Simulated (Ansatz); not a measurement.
Reaction (homolysis of the Ga–Si bond): `[NH2][GaH][SiH2]O` → `[NH2][GaH]`• + `O[SiH2]`•

Calculated with Ansatz (gas phase, PBE0-D4/def2-TZVP geometries, no zero-point term in ΔE). CCSD(T)/CBS adds triple-zeta CCSD(T) − MP2 to the extrapolated MP2 energy (def2 sets, frozen cores). This one scheme is used for every species. DFT in def2-TZVPP. No spin–orbit coupling; open shells (•) take unrestricted orbitals. For Ga outer-core shells are correlated without core-valence functions, which leaves a few kJ/mol of doubt a bond. Scalar relativity is left out up to krypton. One conformer a species, not always the lowest.

(1) What is ΔE at CCSD(T)/CBS? (Best estimate.)

(2) What do these levels give: PBE-D4, r2SCAN-D4, ωB97X-V, PBE0, HF/def2-TZVPP, MP2/def2-TZVPP, SCS-MP2/def2-TZVPP, CCSD(T)/def2-TZVPP, HF/def2-QZVPP, SCS-MP2/def2-QZVPP, HF/CBS(def2), MP2/CBS(def2)? (Estimate.)

Largest T1 diagnostic among the species: 0.016.

Answers

(1) Ansatz gave: +3.26 eV.

(2) Computed: PBE-D4 2.99, r2SCAN-D4 2.90, ωB97X-V 3.20, PBE0 2.95, HF/def2-TZVPP 2.17, MP2/def2-TZVPP 3.11, SCS-MP2/def2-TZVPP 3.12, CCSD(T)/def2-TZVPP 3.11, HF/def2-QZVPP 2.15, SCS-MP2/def2-QZVPP 3.20, HF/CBS(def2) 2.15, MP2/CBS(def2) 3.26 eV.

From PBE to PBE0 (25 % exact exchange), in def2-TZVPP and without D4, ΔE moves by +0.05 eV. The D4 term adds +0.13 eV with B3LYP and +0.07 eV with PBE0; it sums over pairs of atoms, weighted by their polarisabilities, and B3LYP, whose exchange is more repulsive, gets the larger term. In def2-TZVPP, CCSD(T) changes the Hartree–Fock value by +0.94 eV (the triples alone add +0.06 eV) and MP2 by +0.94 eV; breaking electron pairs costs correlation energy, which Hartree–Fock lacks.

B3LYP here is the variant with VWN-RPA as its local correlation; programs differ in this.
